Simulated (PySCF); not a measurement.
## C₆ coefficients of unlike pairs at PBE0

Calculated with PySCF 2.14 from the dipole response of each species, C₆(A,B) = (3/π) ∫ α_A(iu) α_B(iu) du, in atomic units, from isotropic polarisabilities. For ions this is the dispersion term alone; charge-induced terms of lower order in 1/R come first.

```csv
species,configuration,basis,relativity,α (bohr³),C₆ (like pair)
As²⁺,[Ar] 3d10 4s2 4p1 (2P),"aug-cc-pVTZ-PP with one added diffuse shell each of s, d, f type with ECP10MDF (7s5p5d3f)",core potential,10.32,44.22
Ne²⁺,[He] 2s2 2p4 (3P),aug-cc-pVQZ (6s5p4d3f2g),none,0.8575,1.083
Br³⁺,[Ar] 3d10 4s2 4p2 (3P),"x2c-QZVPPall with one added diffuse shell each of s, p, d, f type (12s9p6d5f1g)",spin-free X2C,6.014,22.87
Mn³⁺,[Ar] 3d4 (5D),aug-cc-pVTZ (8s7p5d3f2g),none,1.975,4.897
```

(1) Estimate C₆ for Mn³⁺ with As²⁺.

No spin-orbit coupling is included.

The other pairs:

```tsv
pair	C₆
Ne²⁺, As²⁺	5.776
Mn³⁺, Ne²⁺	2.299
Mn³⁺, Br³⁺	10.01
Br³⁺, As²⁺	31.09
Br³⁺, Ne²⁺	4.610
```

Results:

(1) The integral gives 12.71. The combination rule 2 C_A C_B / (C_A α_B/α_A + C_B α_A/α_B) gives 12.72 and the geometric mean 14.72.
